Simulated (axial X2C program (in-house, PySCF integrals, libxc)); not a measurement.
# Curves of SmI⁺ from open-shell CI on f5 s1

Calculated with an axial X2C code built on PySCF integrals: two-component X2C with atomic mean-field Coulomb and Gaunt terms, basis Sm dyall-v3z, I dyall-v3z (cores contracted in-house). Orbitals come from Hartree–Fock averaged over the configuration Sm f5 s1; CI then distributes these electrons over the f, s shells of Sm.

Scan along the bond; masses Sm 151.920 u, I 126.904 u. Energies in cm⁻¹ from the lowest point; levels are followed by energy order within each Ω. Lowest level at 2.797 Å: 100% f5 s1.

| R (Å) | (1)Ω=0 | (1)Ω=1 | (1)Ω=2 | (2)Ω=0 | (2)Ω=1 | (2)Ω=2 | (1)Ω=3 |
| --- | --- | --- | --- | --- | --- | --- | --- |
| 2.601 | 2380 | 2490 | 2819 | 3239 | 3303 | 3427 | 3472 |
| 2.699 | 586 | 701 | 1046 | 1465 | 1539 | 1681 | 1707 |
| 2.797 | 0 | 119 | 475 | 899 | 981 | 1134 | 1143 |
| 2.909 | 376 | 499 | 865 | 1302 | 1392 | 1550 | 1540 |
| 3.021 | 1504 | 1631 | 2008 | 2468 | 2564 | 2726 | 2691 |
| 3.147 | 3334 | 3465 | 3857 | 4357 | 4461 | 4626 | 4551 |
| 3.300 | 5964 | 6104 | 6522 | 7105 | 7219 | 7399 | 7239 |

Q: Fit the curves (1)Ω=0, (1)Ω=1, (1)Ω=2, (2)Ω=0, (2)Ω=1, (2)Ω=2, (1)Ω=3 near their minima.

A: From the open-shell CI curves, Te from the lowest:

| level | Te (cm⁻¹) | Re (Å) | ωe (cm⁻¹) |
| --- | --- | --- | --- |
| (1)Ω=0 | 0 | 2.809 | 204.5 |
| (1)Ω=1 | 119 | 2.809 | 204.5 |
| (1)Ω=2 | 477 | 2.807 | 204.7 |
| (2)Ω=0 | 901 | 2.806 | 205.9 |
| (2)Ω=1 | 984 | 2.806 | 206.0 |
| (2)Ω=2 | 1137 | 2.805 | 205.8 |
| (1)Ω=3 | 1145 | 2.807 | 205.0 |

Without dynamic correlation distances can be off by several hundredths of an Å (long for ionic bonds, short for multiple bonds) and the wavenumbers are rough.

The 7 lowest curves are shown; the next is (3)Ω=0, from 1864 cm⁻¹.

There is no dynamic correlation: spin–orbit spacings and, for f shells, spacings inside one term are the most reliable numbers, splittings between terms come out too wide, and energies between configurations are not reliable, so the lowest level need not be the ground state of the molecule. At most 4 roots were kept for each Ω > 0 (twice that for Ω = 0) within 2.2 eV of the lowest, so higher up levels can be missing between those listed; levels with Ω > 0 are doubly degenerate and listed once, Ω = 0 levels singly.
